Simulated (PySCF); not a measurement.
H₂Sb, SMILES [SbH2], multiplicity 2.

The structure is a stationary point at B3LYP-D3(BJ)/def2-TZVPD. The isomer is the one that the SMILES or the coordinates give; other isomers of the formula were not compared. The def2 effective core potentials stand for the cores of Sb; spin–orbit coupling is left out.

Two levels are set side by side: PBE/def2-TZVPD (PySCF) and M06-2X/def2-TZVPD (PySCF). Same geometry, gas phase. Differences are taken from unrounded values.

| quantity | M06-2X | PBE | PBE minus M06-2X |
|---|---|---|---|
| α-spin orbital gap (eV) | 7.86 | 4.25 | -3.61 |
| β-spin orbital gap (eV) | 6.28 | 2.88 | -3.41 |
| dipole moment (D) | 0.31 | 0.35 | 0.04 |
| mean polarisability (bohr³) | 46.4 | 48.4 | 2.0 |

PBE's more diffuse valence density responds more strongly to a field. Differences between two approximate levels are no errors against the true value.

Rough cost on one machine, each run with all the roots and properties that it gave: M06-2X against PBE within a factor of 2.
